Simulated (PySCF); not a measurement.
**CoO: mean field, correlation and small terms against distance**

State: ⁴Δ, quartet, unpaired electrons π ↑↑, δ ↑. ROHF-based CCSD(T) in PySCF 2.14 with Co aug-cc-pVDZ, O aug-cc-pVDZ and Co aug-cc-pVTZ, O aug-cc-pVTZ (frozen core orbitals: 10; no relativity). Correlation energies are extrapolated as n⁻³ (n = 2, 3), Hartree–Fock as (n+1)·exp(−9√n). SR is the spin-free X2C energy in Co cc-pVTZ-DK, O cc-pVTZ-DK less the non-relativistic one in Co cc-pVTZ, O cc-pVTZ. All energies in eV from Co (3d7 4s2) + O.

```json
{"R (Å)": "1.4252", "HF/CBS": "2.732", "CCSD corr.": "-4.740", "(T)": "-0.7232", "SR": "-0.0775", "total": "-2.808"}
{"R (Å)": "1.4900", "HF/CBS": "1.878", "CCSD corr.": "-4.530", "(T)": "-0.7615", "SR": "-0.0294", "total": "-3.443"}
{"R (Å)": "1.5547", "HF/CBS": "1.341", "CCSD corr.": "-4.310", "(T)": "-0.7991", "SR": "0.0146", "total": "-3.754"}
{"R (Å)": "1.6195", "HF/CBS": "1.049", "CCSD corr.": "-4.101", "(T)": "-0.8311", "SR": "0.0539", "total": "-3.830"}
{"R (Å)": "1.6843", "HF/CBS": "0.940", "CCSD corr.": "-3.911", "(T)": "-0.8518", "SR": "0.0878", "total": "-3.735"}
{"R (Å)": "1.7653", "HF/CBS": "0.981", "CCSD corr.": "-3.702", "(T)": "-0.8532", "SR": "0.1195", "total": "-3.455"}
{"R (Å)": "1.8463", "HF/CBS": "1.139", "CCSD corr.": "-3.522", "(T)": "-0.8245", "SR": "0.1367", "total": "-3.071"}
```

A fit to the total gives Re = 1.6124 Å, De = 3.831 eV, ωe = 951.5 cm⁻¹, Be = 0.5154 cm⁻¹ (masses 58.9332 and 15.9949 u).

**Question.** At R = 1.6195 Å the CCSD correlation energy is -0.500157 hartree in the smaller basis and -0.578120 in the larger. Extrapolate it.

**Answer.** (3³·E3 − 2³·E2)/(3³ − 2³) = -0.61095 hartree; the larger basis holds 94.6 % of it.

The T1 diagnostic is 0.106, large enough to doubt a single reference. The state was picked by a PBE0 search and need not be the measured ground state. Spin–orbit coupling, excitations beyond (T) and corrections to the Born–Oppenheimer picture are left out.
